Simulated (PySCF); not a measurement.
These are PBE0-D4/def2-TZVP run with PySCF values and carry that method's errors. All species are isolated molecules in the gas phase. One relaxed conformer stands for a flexible species; it need not be the lowest. Excitations are Tamm–Dancoff values on a coarser integration grid. The basis has no diffuse functions, so Rydberg states are missing or too high.

Reference species (SMILES): `OBO` (H–O–B–O torsion 0°, O–B–O–H torsion 180°) (neutral, multiplicity 1).

| Property | Value |
|---|---|
| T1 excitation (TDA) | 7.78 eV |
| S1 oscillator strength | 0.001 |
| HOMO–LUMO gap | 10.33 eV |

Changed species: `BO` (1 of 3 H replaced by OH; the reference has 2 of 3 H replaced by OH).

Problem. What does the change do to the T1 excitation (TDA), S1 oscillator strength and HOMO–LUMO gap?

Solution. the T1 excitation (TDA) falls by 2.00 eV, to 5.78 eV; the S1 oscillator strength stays essentially unchanged; the HOMO–LUMO gap decreases by 1.88 eV, to 8.45 eV.
